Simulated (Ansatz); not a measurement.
Relaxation of (KSH)4 cube (K₄H₄S₄) with RKS r2SCAN-D4/def2-SVP.

```sh
$ ansatz run in.yaml --threads 4 --pin off --events-out ev --progress --plain --max-ram 4787MiB
```

```yaml
crystal:
  periodic: [false, false, false]
  atoms:
    - {symbol: K, position_ang: [2.004750, 1.711200, 1.153370]}
    - {symbol: K, position_ang: [-0.009750, 0.324240, -2.848330]}
    - {symbol: K, position_ang: [0.582580, -2.742570, 0.635980]}
    - {symbol: K, position_ang: [-2.577010, 0.704980, 1.056710]}
    - {symbol: S, position_ang: [-0.516300, 2.412610, -0.566930]}
    - {symbol: S, position_ang: [2.276800, -0.619340, -0.922780]}
    - {symbol: S, position_ang: [0.015300, -0.291210, 2.505660]}
    - {symbol: S, position_ang: [-1.774720, -1.501880, -1.012760]}
    - {symbol: H, position_ang: [-0.795950, 3.668790, -0.867790]}
    - {symbol: H, position_ang: [3.466100, -0.937770, -1.405170]}
    - {symbol: H, position_ang: [0.025900, -0.446260, 3.818730]}
    - {symbol: H, position_ang: [-2.697710, -2.282770, -1.546690]}
basis:
  gaussian: {orbitals: def2-SVP}
hamiltonian: {xc: r2scan, dispersion: d4}
scf: {lower_state_search: "off"}
output: {orbitals: {seedname: orbitals}}
relax: {f_tol: 0.02, max_steps: 100}
```

Run time 34 s (4 threads of Arm Neoverse V1 on a shared host).

Positions (Å) and forces (eV/Å) at steps 1, 2, 3, 4 of 4:

```xyz
12
step=1 energy=-108687.2617 eV
K     2.005    1.711    1.153   -0.251   -0.217   -0.147
K    -0.010    0.324   -2.848    0.002   -0.038    0.364
K     0.583   -2.743    0.636   -0.073    0.351   -0.075
K    -2.577    0.705    1.057    0.323   -0.090   -0.130
S    -0.516    2.413   -0.567    0.142   -0.626    0.148
S     2.277   -0.619   -0.923   -0.579    0.154    0.228
S     0.015   -0.291    2.506   -0.008    0.072   -0.633
S    -1.775   -1.502   -1.013    0.465    0.386    0.263
H    -0.796    3.669   -0.868   -0.170    0.778   -0.187
H     3.466   -0.938   -1.405    0.714   -0.193   -0.295
H     0.026   -0.446    3.819    0.004   -0.094    0.795
H    -2.698   -2.283   -1.547   -0.569   -0.483   -0.331
12
step=2 energy=-108687.4709 eV
K     1.871    1.595    1.077   -0.014   -0.014   -0.010
K    -0.010    0.305   -2.659    0.000   -0.001    0.022
K     0.546   -2.558    0.598   -0.004    0.023   -0.002
K    -2.405    0.657    0.988    0.018   -0.006   -0.007
S    -0.551    2.576   -0.605    0.069   -0.312    0.075
S     2.429   -0.661   -0.988   -0.288    0.078    0.116
S     0.014   -0.311    2.682   -0.003    0.037   -0.319
S    -1.890   -1.603   -1.082    0.231    0.193    0.131
H    -0.830    3.848   -0.913   -0.052    0.241   -0.058
H     3.628   -0.985   -1.485    0.219   -0.060   -0.091
H     0.021   -0.468    4.011    0.001   -0.029    0.246
H    -2.822   -2.396   -1.624   -0.176   -0.150   -0.102
12
step=3 energy=-108687.4796 eV
K     1.875    1.597    1.079   -0.003   -0.005   -0.003
K    -0.011    0.307   -2.666   -0.001    0.000    0.007
K     0.547   -2.562    0.601   -0.001    0.007    0.000
K    -2.411    0.658    0.989    0.005   -0.002   -0.003
S    -0.546    2.552   -0.600    0.016   -0.075    0.018
S     2.405   -0.654   -0.981   -0.069    0.019    0.027
S     0.013   -0.308    2.658   -0.001    0.009   -0.076
S    -1.871   -1.589   -1.072    0.056    0.046    0.031
H    -0.822    3.833   -0.905   -0.013    0.059   -0.014
H     3.609   -0.981   -1.481    0.054   -0.015   -0.022
H     0.017   -0.464    3.994    0.000   -0.007    0.061
H    -2.806   -2.389   -1.616   -0.044   -0.037   -0.025
12
step=4 energy=-108687.4801 eV
K     1.875    1.597    1.079    0.001    0.000    0.000
K    -0.011    0.308   -2.667    0.000    0.000    0.000
K     0.548   -2.561    0.602    0.000    0.000    0.001
K    -2.411    0.657    0.989   -0.001    0.000    0.000
S    -0.545    2.546   -0.598    0.000    0.000    0.000
S     2.398   -0.653   -0.980   -0.001    0.000   -0.001
S     0.013   -0.307    2.652   -0.001    0.000    0.000
S    -1.865   -1.585   -1.070    0.001    0.000    0.000
H    -0.821    3.829   -0.903    0.000    0.001    0.000
H     3.605   -0.981   -1.480    0.001    0.000    0.000
H     0.017   -0.463    3.990    0.000    0.000    0.001
H    -2.803   -2.386   -1.614   -0.001    0.000    0.000
```
